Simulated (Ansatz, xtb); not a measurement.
## C4H7B2N: which of two isomers lies lower

Structure X is `Bc1cccn1B`, a singlet and structure Y is `Bc1c[nH]cc1B`, a singlet. Both are isolated molecules in the gas phase, relaxed with B3LYP/def2-SVP; the shapes shown needn't be the lowest conformers.

X (Å):

```xyz
14

C    -0.9820    0.9489   -0.6706
C     0.0525    1.7342   -0.1675
C     0.2581    1.4232    1.2047
C    -0.6572    0.4471    1.5239
B    -1.5187    0.9663   -2.0912
B    -2.4647   -0.8437    0.4224
N    -1.4245    0.1348    0.4148
H    -2.4179    0.2595   -2.4662
H    -1.0054    1.7339   -2.8687
H     0.6039    2.4674   -0.7551
H     0.9903    1.8618    1.8802
H    -0.8322   -0.0644    2.4689
H    -2.6729   -1.4195    1.4586
H    -3.0891   -1.0632   -0.5748
```

Y (Å):

```xyz
14

C    -0.6486    0.2646   -0.5298
C     0.5225    0.7312    0.0600
C    -1.1585    1.5317    1.3013
C    -1.7501    0.7891    0.2835
B    -0.6723   -0.6150   -1.7773
B    -3.2595    0.6171    0.1330
N     0.2011    1.4875    1.1540
H    -1.7041   -1.0038   -2.2651
H     0.3751   -0.9331   -2.2940
H     1.5608    0.5733   -0.2287
H     0.8694    1.9459    1.7634
H    -1.6176    2.0869    2.1181
H    -3.9959    1.1485    0.9334
H    -3.7423   -0.0330   -0.7603
```

Quicker runs give these differences E(Y) − E(X): GFN2-xTB +25.1 kcal/mol; HF/STO-3G +27.4 kcal/mol (at GFN2-xTB geometries); r2SCAN-D4/def2-SVP +17.8 kcal/mol (at GFN2-xTB geometries).

Question: Estimate E(Y) − E(X) at the level CCSD(T)/def2-SVP + ΔMP2/def2-TZVPP.

Answer: Calculated at CCSD(T)/def2-SVP + ΔMP2/def2-TZVPP: E(Y) − E(X) = +18.9 kcal/mol, so structure X lies lower.

Level by level:

```
                             level        geometry  E(Y) − E(X) (kcal/mol)  departure from the last row (kcal/mol)  job, with rough time for the two
                          GFN2-xTB        GFN2-xTB                     +25.1                                    +6.2              optimisation, 0.22 s
                         HF/STO-3G        GFN2-xTB                     +27.4                                    +8.4              single point, 0.78 s
                r2SCAN-D4/def2-SVP        GFN2-xTB                     +17.8                                    −1.1               single point, 4.9 s
                    B3LYP/def2-SVP  B3LYP/def2-SVP                     +18.4                                    −0.5                optimisation, 53 s
                       HF/def2-SVP  B3LYP/def2-SVP                     +17.9                                    −1.0           part of the CCSD(T) run
                      MP2/def2-SVP  B3LYP/def2-SVP                     +18.2                                    −0.7           part of the CCSD(T) run
                  CCSD(T)/def2-SVP  B3LYP/def2-SVP                     +18.9                                     0.0                      single point
CCSD(T)/def2-SVP + ΔMP2/def2-TZVPP  B3LYP/def2-SVP                     +18.9                                                        single point, 77 s
```

As drawn, Y has 1 C–B, 1 N–H in place of 1 B–N, 1 C–H.

The levels shown agree on the order. The largest departure from CCSD(T)/def2-SVP + ΔMP2/def2-TZVPP is that of HF/STO-3G, 8.4 kcal/mol. The last row adds to CCSD(T) the change of the MP2 difference between the two basis sets, here 0.0 kcal/mol.

With thermal terms from frequencies at re-optimised GFN2-xTB minima (ideal gas, soft modes damped towards free rotors, one conformer each, 298.15 K, 1 atm): the zero-point term adds −0.7 kcal/mol; ΔH is +18.5 and ΔG +18.4 kcal/mol.

The correlated steps freeze 7 core orbitals. Run with Ansatz 0.2.0, xtb 6.7.1; the last row on 2 threads of Intel(R) Xeon(R) Platinum 8259CL CPU @ 2.50GHz (Skylake/Cascade Lake) on a shared host.
